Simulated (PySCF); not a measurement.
This PySCF input asks for the NMR shieldings of `InChI=1S/C3H7BF2O/c1-2-3-7-4(5)6/h2-3H2,1H3`; the geometry comes from GFN2-xTB.

```python
import basis_set_exchange as bse
import numpy as np
from pyscf import gto, dft
from pyscf.prop import nmr

atoms = """
C    -2.061195   -0.004085   -0.328585
C    -0.659949   -0.573366   -0.147506
C     0.407177    0.484249   -0.420933
O     1.710349   -0.082095   -0.318064
B     2.465344   -0.033341    0.757146
F     3.644832   -0.626162    0.761873
F     2.140040    0.599612    1.881446
H    -2.200434    0.354288   -1.345586
H    -2.805394   -0.770170   -0.129065
H    -2.228910    0.825063    0.354526
H    -0.534018   -0.940478    0.873108
H    -0.503935   -1.411544   -0.828583
H     0.321005    0.860664   -1.444341
H     0.304410    1.316893    0.282528
"""
names = dict.fromkeys(["C", "O", "B", "F", "H"], "pcSseg-1")
basis = {el: gto.basis.parse(bse.get_basis(n, elements=[el], fmt="nwchem")) for el, n in names.items()}
mol = gto.M(atom=atoms, basis=basis, charge=0, verbose=0)
mf = dft.RKS(mol, xc="PBE0")
mf.grids.level = 2
mf.grids.alignment = dft.numint.BLKSIZE   # the property module wants whole blocks of grid points
mf.conv_tol = 1e-9
mf.kernel()

calc = nmr.RKS(mf)   # GIAO
C = mf.mo_coeff
Co = C[:, mf.mo_occ > 0]
resp = mf.gen_response(singlet=True, hermi=2)
def vind(x):   # induced exchange potential for any number of trial vectors
    d = np.einsum("pi,xij,qj->xpq", C, 2 * x.reshape(-1, C.shape[1], Co.shape[1]), Co, optimize=True)
    return np.einsum("xpq,pi,qj->xij", resp(d - d.transpose(0, 2, 1)), C, Co, optimize=True).ravel()
mo1, _ = nmr.rhf.solve_mo1(calc, with_cphf=vind)
sigma = calc.kernel(mo1)
for i, s in enumerate(sigma):   # ppm
    print("%2d %-2s %9.2f" % (i, mol.atom_pure_symbol(i), np.trace(s) / 3))
```

Question: What does it print?

Answer: 
```
 0 C     175.99
 1 C     156.99
 2 C     115.38
 3 O     234.35
 4 B      87.67
 5 F     305.63
 6 F     313.89
 7 H      30.94
 8 H      30.44
 9 H      30.92
10 H      30.17
11 H      29.86
12 H      27.79
13 H      27.52
```

These numbers come from an equivalent density-fitted implementation of the same equations, which agrees with the script to about 0.01 ppm for H and up to a few tenths of a ppm for heavy atoms, so last digits may differ.

Size and cost of the density-fitted run: 154 basis functions, 19 s wall time on 1 thread of an Arm Neoverse V2, shared host; peak memory 0.71 GiB.
